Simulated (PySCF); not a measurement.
**How methods differ on the ionisation energy of Ba⁴⁵⁺**

Ba⁴⁵⁺ [Ne] 3s1 (2S) → Ba⁴⁶⁺ [Ne] (1S), as a difference of total energies. Calculation: PySCF 2.14, in an uncontracted even-tempered set (16 s from 9.2 bohr⁻², ratio 2.5; 10 p from 12 bohr⁻², ratio 2.5; 4 d from 44 bohr⁻², ratio 2.7; 4 f from 66 bohr⁻², ratio 2.7); the non-relativistic Hamiltonian (point nucleus). Correlated levels: outer shells: 1s2 frozen; virtual orbitals above 40 to 60 times the deepest correlated orbital energy dropped. The calculations carry no spin-orbit coupling.

```tsv
method	ionisation energy (eV)
UHF	3493.5
MP2 (outer shells)	3494.1
SCS-MP2 (outer shells)	3494.0
CCSD (outer shells)	3494.1
CCSD(T) (outer shells)	3494.1
```

The gap to the reference is mostly relativistic.

For comparison: 3640 ± 4 eV (theoretical estimate listed by NIST; NIST Atomic Spectra Database, ionization energies).
